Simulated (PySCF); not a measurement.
**How exact exchange moves a shielding**

Molecule: SMILES C[SiH2][Si@H](F)P, CH8FPSi2.

Cartesian coordinates in Å; atom numbers follow the order of the lines, from 1:
```xyz
13

C     1.773    0.488    0.433
Si    0.744   -0.091   -1.037
Si   -1.259   -1.017   -0.255
F    -2.180   -1.469   -1.530
P    -2.466    0.431    0.998
H     1.222    1.234    1.025
H     2.712    0.949    0.090
H     2.029   -0.355    1.093
H     1.506   -1.084   -1.858
H     0.388    1.070   -1.914
H    -1.043   -2.226    0.599
H    -1.448    0.451    2.004
H    -1.970    1.602    0.344
```

GIAO shieldings (ppm, equivalent atoms averaged) in PySCF on the PBE0-D3(BJ)/def2-SVP geometry, basis pcSseg-1, gas phase, non-relativistic:

```csv
functional,exact exchange (%),σ(Si3),σ(Si2),σ(F4)
BLYP,0,282.9,392.8,389.1
BP86,0,292.1,403.7,392.0
PBE,0,293.2,405.9,392.0
B3LYP,20,299.4,405.3,401.4
PBE0,25,313.8,420.6,406.8
mPW1PW91,25,312.4,418.1,407.2
HF,100,368.9,454.3,430.1
```

Question: Fit each shielding as a line in the percentage of exact exchange.

Answer: σ(Si3) = 289.6 + 0.80 x (rms 4.3 ppm); σ(Si2) = 401.3 + 0.54 x (rms 5.2 ppm); σ(F4) = 393.2 + 0.39 x (rms 2.9 ppm). The functionals also differ in their semilocal parts, which the line can't hold; Hartree–Fock has no correlation at all.

Question: What does the line predict for BHandHLYP (50 %), and what does the run give?

Answer: σ(Si3): 329.6 predicted, 324.3 computed; σ(Si2): 428.3 predicted, 423.3 computed; σ(F4): 412.7 predicted, 414.8 computed ppm.
